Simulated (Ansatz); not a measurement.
Reaction (ligand exchange at a Ge–N bond): `C[NH][GeH2][Cl]` + `N=CS` → `S/C=[N]/[GeH2][Cl]` + CH₃NH₂

Program: Ansatz. Geometries: PBE0-D4/def2-TZVP. ΔE: electronic, gas phase. CBS: MP2 limit from def2 TZ/QZ plus the TZ coupled-cluster correction, frozen cores. This one scheme is used for every species. Functionals use def2-TZVPP. B3LYP here is the variant with VWN-RPA as its local correlation; programs differ in this. For Ge outer-core shells are correlated without core-valence functions, which leaves a few kJ/mol of doubt a bond. Scalar relativity is left out up to krypton. One conformer a species, not always the lowest.

| level | ΔE (kJ/mol) |
| --- | --- |
| PBE-D4 | 6.0 |
| B3LYP-D4 | 5.9 |
| MP2/def2-QZVPP | 5.0 |
| SCS-MP2/def2-QZVPP | 6.2 |

**Question.** What does CCSD(T)/CBS give? (Best estimate.)

**Answer.** Computed: +8.0 kJ/mol. The listed levels differ from it by -2.0, -2.1, -3.0, -1.8 kJ/mol.

Largest T1 diagnostic among the species: 0.014.
